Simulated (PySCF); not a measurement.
Isomers of C2H9NOSi. The calculation used PySCF, TDDFT wB97X-D/def2-SVPD, vertical, gas phase, core orbitals frozen in the response. Geometries: GFN2-xTB; one conformer of each isolated species. Triplets are in the Tamm–Dancoff approximation. 'Strongest' means the level of largest summed f among the lowest 8 singlets; it needn't be the same kind of state in each.

Question: Rank by computed lowest singlet excitation energy, lowest first.
A. `CC[Si@@H](N)O`
B. `CO[Si@H](C)N`
C. `CCN[SiH2]O`
D. `CNC[SiH2]O`

Answer: D (6.23 eV), C (6.48 eV), B (6.75 eV), A (6.90 eV).

| SMILES | S1 (eV) | T1 (eV) | LUMO (eV) | gap (eV) | f (S1) | f (strongest) | S1 mainly |
| --- | --- | --- | --- | --- | --- | --- | --- |
| CNC[SiH2]O | 6.23 | 6.05 | 2.04 | 10.74 | 0.001 | 0.05 | H→L (84%) |
| CCN[SiH2]O | 6.48 | 6.27 | 1.98 | 10.72 | 0.017 | 0.07 | H→L (58%) |
| CO[Si@H](C)N | 6.75 | 6.49 | 2.09 | 11.33 | 0.029 | 0.12 | H→L (81%) |
| CC[Si@@H](N)O | 6.90 | 6.68 | 1.99 | 11.34 | 0.040 | 0.07 | H→L (64%) |

H and L stand for HOMO and LUMO.
